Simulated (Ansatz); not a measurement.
C8H14O3Ti (`C[O][Ti]1234([O]C)([O]C)[C@H]5[C@@H]1[C@@H]2[C@@H]3[C@H]54`): the same geometry under several functionals.

```yaml
crystal:
  periodic: [false, false, false]
  atoms:
    - {symbol: C, position_ang: [-2.453225, -0.512586, 1.774810]}
    - {symbol: O, position_ang: [-1.276511, 0.045678, 1.305770]}
    - {symbol: Ti, position_ang: [0.065739, 0.007411, 0.108795]}
    - {symbol: O, position_ang: [1.403415, -0.874615, 0.994862]}
    - {symbol: C, position_ang: [1.876387, -0.482352, 2.250966]}
    - {symbol: O, position_ang: [0.642723, 1.710085, 0.063234]}
    - {symbol: C, position_ang: [1.267354, 2.729347, -0.634379]}
    - {symbol: C, position_ang: [0.682082, -0.454258, -2.144039]}
    - {symbol: C, position_ang: [0.481673, -1.696195, -1.512482]}
    - {symbol: C, position_ang: [-0.873898, -1.786166, -1.144142]}
    - {symbol: C, position_ang: [-1.519636, -0.602341, -1.567258]}
    - {symbol: C, position_ang: [-0.559758, 0.219225, -2.184274]}
    - {symbol: H, position_ang: [-2.245555, -1.305132, 2.503770]}
    - {symbol: H, position_ang: [-3.046825, -0.949278, 0.960486]}
    - {symbol: H, position_ang: [-3.063840, 0.252885, 2.267071]}
    - {symbol: H, position_ang: [1.079427, -0.506470, 3.005484]}
    - {symbol: H, position_ang: [2.672795, -1.164013, 2.569563]}
    - {symbol: H, position_ang: [2.284017, 0.536594, 2.226216]}
    - {symbol: H, position_ang: [2.348615, 2.720693, -0.451510]}
    - {symbol: H, position_ang: [0.874570, 3.701471, -0.314964]}
    - {symbol: H, position_ang: [1.106927, 2.636572, -1.716912]}
    - {symbol: H, position_ang: [1.625596, -0.070756, -2.503908]}
    - {symbol: H, position_ang: [1.250412, -2.413295, -1.271450]}
    - {symbol: H, position_ang: [-1.331317, -2.601786, -0.603473]}
    - {symbol: H, position_ang: [-2.557291, -0.350702, -1.405047]}
    - {symbol: H, position_ang: [-0.733885, 1.209986, -2.577198]}
basis:
  gaussian: {orbitals: def2-TZVPP}
hamiltonian: {xc: {name: r2SCANh}, dispersion: d4}
output: {orbitals: {seedname: orbitals}}
```

```sh
$ ansatz run in.yaml --threads 11 --pin off --events-out ev --progress --plain --max-ram 174080MiB --backend cuda --devices 0, --max-vram 75GiB
```

It prints (some lines left out):

```
Functional definition: r2SCANh
3160 factors; their error is unknown
mean field evaluation 1: about -37753.2603 eV, gradient 1.2e2 eV
mean field evaluation 2: about -37445.1484 eV, gradient 4.9e2 eV
mean field evaluation 4: about -37772.4424 eV, gradient 7.1e1 eV
mean field evaluation 8: about -37780.9630 eV, gradient 6.7e-1 eV
mean field evaluation 16: about -37780.9868 eV, gradient 8.7e-3 eV
mean field -37780.98677978 eV, -1388.4256552844 hartree, gradient 2.0e-5 eV, S^2 0.000000; 0 other end points of the search recorded, 0 dependent functions left out
reference -37780.98679761 eV, -1388.4256559395 hartree; 54, 54 occupied and 547, 547 virtual orbitals, 3160 factors
Total energy: -37781.21277000 eV, -1388.4339602719 hartree
```

Hardware: 11 threads of an AMD EPYC 7R13 on a shared host and a whole NVIDIA H100 80 GB. Wall time 6.5 s, peak host memory 1.8 GiB.

Changing it to `hamiltonian: {xc: {name: LC-wPBE}}` (abridged; 4.2 s):

```
Functional definition: LC-wPBE
mean field evaluation 16: about -37776.0920 eV, gradient 8.3e-4 eV
mean field -37776.09198357 eV, -1388.2457748416 hartree, gradient 2.6e-5 eV, S^2 0.000000
Total energy: -37776.09198359 eV, -1388.2457748420 hartree
```

The same input with `hamiltonian: {xc: {name: B2PLYP}}` (abridged; 6.5 s):

```
Functional definition: B2PLYP
mean field evaluation 16: about -37751.7944 eV, gradient 2.2e-3 eV
mean field -37751.79443892 eV, -1387.3528565450 hartree, gradient 2.7e-6 eV, S^2 0.000000
16 core orbitals not correlated: weight in the atoms' cores, before any rotation towards them, 1.000 or more for the frozen orbitals, at most 0.000 for the correlated occupied ones
second order -84.56700447 eV of doubles, -0.00000000 eV of singles
Total energy: -37774.62779567 eV, -1388.1919669285 hartree
```

Changing it to `hamiltonian: {xc: {name: B97M-V}}` (abridged; 5.5 s):

```
Functional definition: B97M-V
mean field evaluation 16: about -37783.7961 eV, gradient 1.5e-1 eV
mean field -37783.79617633 eV, -1388.5288987033 hartree, gradient 4.1e-5 eV, S^2 0.000000
Total energy: -37783.79627094 eV, -1388.5289021802 hartree
```

Changing it to `hamiltonian: {xc: r2scan, dispersion: d4}` and forces (abridged; 3.9 s):

```
Functional definition: r2SCAN
mean field evaluation 16: about -37782.2711 eV, gradient 1.4e-1 eV
mean field -37782.27116293 eV, -1388.4728554945 hartree, gradient 8.8e-5 eV, S^2 0.000000
Total energy: -37782.48537424 eV, -1388.4807276150 hartree
Atom 0 force    -0.242274    -0.112910     0.103348 eV/Å
Atom 1 force     0.003576     0.134044     0.147116 eV/Å
Atom 2 force    -0.037030    -0.104547    -0.197322 eV/Å
Atom 3 force     0.131184    -0.219031    -0.089849 eV/Å
Atom 4 force     0.090931     0.083688     0.252307 eV/Å
Atom 5 force    -0.018612     0.112908     0.164784 eV/Å
Atom 6 force     0.132996     0.216204    -0.140916 eV/Å
Atom 7 force     0.194034     0.056319    -0.124589 eV/Å
Atom 8 force     0.140672    -0.182086    -0.020409 eV/Å
Atom 9 force    -0.103364    -0.199689     0.068676 eV/Å
Atom 10 force    -0.235964     0.025390    -0.021130 eV/Å
Atom 11 force    -0.049332     0.185664    -0.139317 eV/Å
Atom 12 force     0.000291    -0.001898     0.000098 eV/Å
Atom 13 force     0.005541    -0.002535    -0.006459 eV/Å
Atom 14 force    -0.001753    -0.000202     0.000351 eV/Å
Atom 15 force    -0.006847     0.001718     0.001514 eV/Å
Atom 16 force    -0.001035     0.000069    -0.001443 eV/Å
Atom 17 force    -0.000994     0.006718    -0.002320 eV/Å
Atom 18 force    -0.000008    -0.000554    -0.001106 eV/Å
Atom 19 force     0.001187    -0.000288    -0.001376 eV/Å
Atom 20 force    -0.000932    -0.008258    -0.001514 eV/Å
Atom 21 force     0.001641     0.003136     0.000391 eV/Å
Atom 22 force    -0.006003     0.005910    -0.001828 eV/Å
Atom 23 force    -0.002676    -0.000446     0.002201 eV/Å
Atom 24 force     0.003403     0.001212     0.004350 eV/Å
Atom 25 force     0.001367    -0.000535     0.004442 eV/Å
Dipole moment:    -0.133014     0.073859    -0.108300 e Å
```
